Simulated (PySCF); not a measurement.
**`F[SiH2]O[SiH](O[SiH3])O[SiH3]`: 4 charge schemes on one density**

Species: FH9O3Si4.
Structure used (GFN2-xTB), in Å, numbered top down from 1:
```
atom  x, y, z in Å
F1     1.0930   -0.8608   -2.0387
Si2    2.1489   -1.1115   -0.8525
O3     1.4077   -1.0360    0.5690
Si4    0.2096   -0.3525    1.4215
O5    -1.1913   -0.9811    0.9509
Si6   -2.3281   -1.0797   -0.2087
O7     0.2403    1.2389    1.1851
Si8    0.0764    2.4291    0.0913
H9     3.1106   -0.0307   -0.9739
H10    2.5932   -2.4844   -0.9858
H11    0.4324   -0.6399    2.8142
H12   -1.7724   -0.7863   -1.5276
H13   -2.7884   -2.4625   -0.0908
H14   -3.3583   -0.1048    0.1563
H15    0.3265    1.9457   -1.2661
H16    1.0849    3.3996    0.5167
H17   -1.2918    2.9290    0.2292
```

Density: PBE0/pcSseg-1 (PySCF); schemes: Mulliken, IAO, Hirshfeld and ESP-fitted. Isolated species at its GFN2-xTB geometry (one conformer only). GFN2-xTB frequencies show an imaginary mode (41i cm⁻¹), so this geometry is no minimum at that level.

Problem. What partial charge does each atom carry?

Solution. In e:

```
atom             environment  Mulliken     IAO  Hirshfeld  ESP-fitted
  F1  silicon-bound fluorine    -0.433  -0.541     -0.200      -0.310
 Si2  fluorine-bound silicon    +1.056  +1.290     +0.487      +0.758
  O3         siloxane oxygen    -0.720  -0.885     -0.303      -0.469
 Si4    oxygen-bound silicon    +1.266  +1.482     +0.521      +0.767
  O5         siloxane oxygen    -0.729  -0.885     -0.304      -0.438
 Si6    oxygen-bound silicon    +0.699  +0.875     +0.395      +0.575
  O7         siloxane oxygen    -0.735  -0.887     -0.305      -0.452
 Si8    oxygen-bound silicon    +0.688  +0.872     +0.394      +0.577
  H9           Si–H hydrogen    -0.146  -0.165     -0.073      -0.114
 H10           Si–H hydrogen    -0.140  -0.156     -0.073      -0.114
 H11           Si–H hydrogen    -0.157  -0.167     -0.074      -0.114
 H12           Si–H hydrogen    -0.099  -0.138     -0.076      -0.098
 H13           Si–H hydrogen    -0.113  -0.134     -0.077      -0.112
 H14           Si–H hydrogen    -0.116  -0.144     -0.080      -0.122
 H15           Si–H hydrogen    -0.103  -0.142     -0.075      -0.109
 H16           Si–H hydrogen    -0.111  -0.134     -0.078      -0.115
 H17           Si–H hydrogen    -0.108  -0.140     -0.077      -0.111
```

Mean size of the charges over all atoms: IAO 0.532 e, Mulliken 0.436 e, ESP-fitted 0.315 e, Hirshfeld 0.211 e. Each set sums to the total charge, 0, to within 0.001 e. The Mulliken scheme gives each basis function's population to the atom it is centred on and halves the overlap population of two atoms between them.

Lowest charge. The schemes don't all agree: Mulliken O7 (-0.735); IAO O7 (-0.887); Hirshfeld O7 (-0.305); ESP-fitted O3 (-0.469).

Highest charge. All schemes agree: Mulliken Si4 (+1.266); IAO Si4 (+1.482); Hirshfeld Si4 (+0.521); ESP-fitted Si4 (+0.767).

Problem. Sum the charges by element, for elements with more than one atom.

Solution. 
```tsv
element	atoms	Mulliken	IAO	Hirshfeld	ESP-fitted
Si	4	+3.709	+4.519	+1.797	+2.677
O	3	-2.184	-2.657	-0.913	-1.359
H	9	-1.092	-1.321	-0.684	-1.008
```

Problem. How closely do the schemes follow one another over all atoms?

Solution. Correlation coefficient and root-mean-square difference: Mulliken with IAO 1.00, 0.124 e; Hirshfeld with ESP-fitted 1.00, 0.131 e; IAO with ESP-fitted 0.99, 0.307 e; IAO with Hirshfeld 0.99, 0.434 e; Mulliken with ESP-fitted 0.99, 0.190 e; Mulliken with Hirshfeld 0.99, 0.314 e.

These values come from a run that also computed NMR shieldings. Hardware: one thread, Arm Neoverse N1 (aarch64), shared host. Cost: 83 s (grids of density and orbitals included), 0.94 GiB resident at most.
